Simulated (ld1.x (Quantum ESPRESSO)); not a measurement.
## cadmium: variants of one PAW potential

Base potential:

- Element: Cd
- Generator: ld1.x (Quantum ESPRESSO) 7.5
- Type: PAW
- Functional: revPBE
- Relativity: scalar-relativistic
- Frozen core: [Ar] 3d10
- Valence charge: 20
- Reference configuration: 4s2 4p6 4d10 5s1.75 5p0 (charge +0.25)
- Partial waves: 4s (bound): rcut 1.40, rcutus 1.60 bohr; 5s (bound): rcut 1.40, rcutus 1.60 bohr; 4p (bound): rcut 1.30, rcutus 1.70 bohr; 5p (bound, empty): rcut 1.30, rcutus 1.70 bohr; 4d (bound): rcut 1.20, rcutus 1.35 bohr; 4d channel at 0.65 Ry: rcut 1.20, rcutus 1.35 bohr
- Local potential: all-electron potential smoothed inside 1.30 bohr (lloc = -2)
- Core correction: a·sin(br)/r model core inside 0.60 bohr
- Augmentation charge: GAUSS, radius 0.85 bohr

All-electron outer shells of the reference configuration (revPBE, scalar-relativistic, ld1.x):

```
shell  level (eV)  outermost node (bohr)  outermost maximum (bohr)
   3p     -603.27                   0.14                      0.32
   3d     -395.61                      –                      0.27
   4s     -107.95                   0.43                      0.79
   4p      -69.00                   0.43                      0.84
   4d      -13.75                   0.42                      0.98
   5s       -7.30                   1.06                      2.32
   5p       -2.53                   1.19                      3.17
```

Cutoffs, loose and tight: the cutoffs (Ry, on a coarse ladder) from which the occupation-weighted sum of valence levels, in a spherical-Bessel basis at the reference potential, stays within 10 and 1 mRy of its value at 400 Ry. They do not see the model core or the augmentation charge, which bear on the density cutoff. Test errors are all-electron minus pseudo excitation energies from the reference, over the configurations 4s2 4p6 4d10 5s2 5p0; 4s2 4p6 4d10 5s1 5p0; 4s2 4p6 4d10 5s0 5p0; 4s2 4p6 4d10 5s1.5 5p0; 4s2 4p6 4d8 5s0 5p0; 4s2 4p6 4d9 5s0 5p0; 4s2 4p6 4d10 5s0 5p2. A dash means not determined; rows that change the core or the reference have their own tests.

Cutoffs are not given where the Bessel-basis levels miss the radial ones by over 6 mRy, ghosts where they miss by over 20 mRy; a channel whose overlap is not positive is not tested.

A file whose overlap is not positive is unfit for use, and its test errors describe a broken file.

| change | outcome | cutoff, loose | cutoff, tight | bound ghosts | largest test error (meV) |
| --- | --- | --- | --- | --- | --- |
| base | generated | 70 Ry | 110 Ry | none | -20 |
| wave 4d channel at 0.65 Ry: rcut 1.20, rcutus 1.35 bohr becomes 4d channel at -0.86 Ry: rcut 1.20, rcutus 1.35 bohr | generated | 70 Ry | 110 Ry | none | +7.9 |
| wave 4d channel at 0.65 Ry: rcut 1.20, rcutus 1.35 bohr becomes 4d channel at -0.44 Ry: rcut 1.20, rcutus 1.35 bohr | generated | 70 Ry | 110 Ry | none | -18 |
| wave 4d channel at 0.65 Ry: rcut 1.20, rcutus 1.35 bohr becomes 4d channel at -0.11 Ry: rcut 1.20, rcutus 1.35 bohr | generated | 70 Ry | 110 Ry | none | -19 |
| wave 4d channel at 0.65 Ry: rcut 1.20, rcutus 1.35 bohr becomes 4d channel at 0.92 Ry: rcut 1.20, rcutus 1.35 bohr | generated | 70 Ry | 110 Ry | none | -20 |
| wave 4d channel at 0.65 Ry: rcut 1.20, rcutus 1.35 bohr becomes 4d channel at 1.7 Ry: rcut 1.20, rcutus 1.35 bohr | generated, overlap not positive | – | – | not determined (overlap not positive) | -20 |
| wave 4d channel at 0.65 Ry: rcut 1.20, rcutus 1.35 bohr becomes 4d channel at 3.88 Ry: rcut 1.20, rcutus 1.35 bohr | generated | 70 Ry | 110 Ry | none | -17 |

**Question.** What comes out with this change to the base: wave 4d channel at 0.65 Ry: rcut 1.20, rcutus 1.35 bohr becomes 4d channel at -0.78 Ry: rcut 1.20, rcutus 1.35 bohr?

**Answer.** outcome: generated; cutoff, loose: 70 Ry; cutoff, tight: 110 Ry; bound ghosts: none; largest test error (meV): -12.
